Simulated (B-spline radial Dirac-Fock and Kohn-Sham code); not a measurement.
**Dipole and non-dipole photoemission parameters of Lu 5p1/2**

System: the Lu atom, configuration 1s2 2s2 2p6 3s2 3p6 3d10 4s2 4p6 4d10 4f14 5s2 5p6 5d1 6s2; threshold 40.79 eV (orbital energy of the model). Calculated with a B-spline atomic structure program, using Dirac-Hartree-Slater photoionisation with a Latter tail; cross sections with all multipoles, angular parameters from the dipole term and its interference with E2.

```
hν (eV)  σ (kb)       β       γ       δ
   50.7    2820   1.885  -0.023  -0.003
   76.7     584   1.738   0.218  -0.017
   79.5     510   1.690   0.249  -0.019
   80.1     496   1.679   0.255  -0.019
   81.9     456   1.646   0.274  -0.020
    116     135   0.861   0.406  -0.026
    124     110   0.672   0.383  -0.023
    175    47.2  -0.020   0.080   0.012
    196    38.9  -0.050  -0.008   0.024
    259    27.6   0.218  -0.050   0.041
    289    24.8   0.386  -0.009   0.041
    300    23.9   0.445   0.010   0.041
    335    21.7   0.616   0.073   0.038
    600    12.6   1.292   0.342   0.015
    658    11.4   1.361   0.353   0.012
    800    9.22   1.479   0.348   0.007
    804    9.17   1.481   0.347   0.007
   1340    4.79   1.659   0.190  -0.001
   2000    2.64   1.712   0.038  -0.003
   2020    2.60   1.712   0.035  -0.003
   4000       ?       ?       ?       ?
   4410   0.650   1.683   0.082  -0.004
   4460   0.636   1.682   0.087  -0.004
   4940   0.519   1.669   0.143  -0.004
 5414.7   0.431   1.655   0.204  -0.003
   7110   0.243   1.607   0.434   0.002
   7930   0.191   1.585   0.546   0.005
 9251.7   0.135   1.551   0.720   0.011
  10900  0.0925   1.512   0.926   0.020
  15000  0.0427   1.427   1.375   0.044
```

Question: Give the values at 4000 eV.

Answer: σ = 0.785 kb, β = 1.694, γ = 0.041, δ = -0.004.
